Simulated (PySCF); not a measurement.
Excitations are Tamm–Dancoff values on a coarser integration grid. The basis has no diffuse functions, so Rydberg states are missing or too high.

## C5H8, SMILES `C=C=CCC` (C–C–C–C torsion 119°) (charge 0, multiplicity 1)

Calculation: ωB97X-D3(BJ)/def2-TZVP // B3LYP-D3(BJ)/def2-TZVP in PySCF.

| Property | Result |
|---|---|
| HOMO | -9.61 eV |
| dipole moment | 0.47 D |
| LUMO | 2.50 eV |
| HOMO–LUMO gap | 12.10 eV |
| S1 excitation (TDA) | 5.96 eV |
| S1 oscillator strength | 0.000 |
| brightest of the four lowest singlets (TDA) | 8.22 eV |
| T1 excitation (TDA) | 4.78 eV |
| S1–T1 gap (TDA) | 1.18 eV |
| total energy | -195.4603 Ha |
| cost | about 2.2 core-minutes (a rough figure) |

```xyz
13

C      2.6803     0.3392    -0.5496
C      1.5239    -0.1919    -0.2762
C      0.3589    -0.7103    -0.0168
C     -0.9616    -0.1003    -0.4133
C     -1.8367     0.2315     0.7973
H      3.2123     0.0960    -1.4630
H      3.1550     1.0410     0.1275
H      0.3200    -1.6447     0.5398
H     -1.4946    -0.8043    -1.0611
H     -0.7795     0.7985    -1.0045
H     -2.7965     0.6454     0.4824
H     -2.0363    -0.6613     1.3944
H     -1.3452     0.9612     1.4431
```
Charge 0, spin multiplicity 1.
